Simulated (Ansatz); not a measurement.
Consider the redistribution: `O[Si](O)(F)[SiH3]` + `BBC=N` → `B[Si](O)(F)[SiH3]` + `N=CBO`.

Calculated with Ansatz (gas phase, PBE0-D4/def2-TZVP geometries, no zero-point term in ΔE). CCSD(T)/CBS adds triple-zeta CCSD(T) − MP2 to the extrapolated MP2 energy (def2 sets, frozen cores). DFT in def2-TZVPP. B3LYP here is the variant with VWN-RPA as its local correlation; programs differ in this. Each species was taken in one conformer, which may not be the lowest.

Task: Is it downhill or uphill in electronic energy at CCSD(T)/CBS, and by how much? (Best estimate.)

Result: The calculation gave: Downhill: ΔE = -17.1 kJ/mol.

Task: What do these levels give: r2SCAN-D4, PBE0-D4, B3LYP-D4, ωB97X-V, B2PLYP, PBE, r2SCAN, PBE0, HF/def2-TZVPP, SCS-MP2/def2-TZVPP, MP2/def2-QZVPP, CCSD/CBS(def2)? (Estimate.)

Result: Computed: r2SCAN-D4 -5.5, PBE0-D4 -16.6, B3LYP-D4 -12.7, ωB97X-V -16.5, B2PLYP -14.8, PBE -16.2, r2SCAN -5.5, PBE0 -16.5, HF/def2-TZVPP -7.1, SCS-MP2/def2-TZVPP -19.3, MP2/def2-QZVPP -15.8, CCSD/CBS(def2) -14.3 kJ/mol.

Largest T1 diagnostic among the species: 0.015.

In def2-TZVPP, CCSD(T) changes the Hartree–Fock value by −13.9 kJ/mol (the triples alone add −2.8 kJ/mol) and MP2 by −11.4 kJ/mol.
